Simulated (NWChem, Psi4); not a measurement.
**InClF2 (SMILES [F][In]([F])[Cl]): the electronic atomisation energy, rung by rung**

InClF2: 4 atoms, total charge 0, spin state singlet. As SMILES, `[F][In]([F])[Cl]`. Geometry: relaxed at PBE0-D4/def2-TZVP.

Quantity: the electronic atomisation energy, in eV. The values are calculated. Electronic energies at fixed atoms, without zero-point motion or spin-orbit coupling.

```json
{"level": "HF/def2-SVP (core potential)", "kind": "Hartree–Fock", "program": "NWChem", "value (eV)": "7.59", "CPU time (all runs)": "22 s"}
{"level": "SVWN5/def2-SVP (core potential)", "kind": "LDA", "program": "NWChem", "value (eV)": "13.92", "CPU time (all runs)": "23 s"}
{"level": "PBE/def2-SVP (core potential)", "kind": "GGA", "program": "NWChem", "value (eV)": "11.93", "CPU time (all runs)": "32 s"}
{"level": "B3LYP/def2-SVP (core potential)", "kind": "global hybrid", "program": "NWChem", "value (eV)": "11.09", "CPU time (all runs)": "24 s"}
{"level": "CAM-B3LYP/def2-SVP (core potential)", "kind": "range-separated hybrid", "program": "Psi4", "value (eV)": "11.41", "CPU time (all runs)": "25 s"}
{"level": "wB97X/def2-SVP (core potential)", "kind": "range-separated hybrid", "program": "Psi4", "value (eV)": "11.66", "CPU time (all runs)": "36 s"}
{"level": "B2PLYP/def2-SVP (core potential, density fitting for correlation)", "kind": "double hybrid", "program": "Psi4", "value (eV)": "11.22", "CPU time (all runs)": "21 s"}
{"level": "OMP2/def2-SVP (core potential, density fitting for correlation)", "kind": "perturbation theory", "program": "Psi4", "value (eV)": "11.94", "CPU time (all runs)": "85 s"}
{"level": "CCSD/def2-SVP (core potential)", "kind": "coupled cluster or CI", "program": "Psi4", "value (eV)": "10.65", "CPU time (all runs)": "40 s"}
```

The values span 7.59 to 13.92 eV. In the correlated wave-function rows the outer d shell of In is correlated, in sets not made for it. CPU times are rough (shared hosts, several kinds of processor and program).
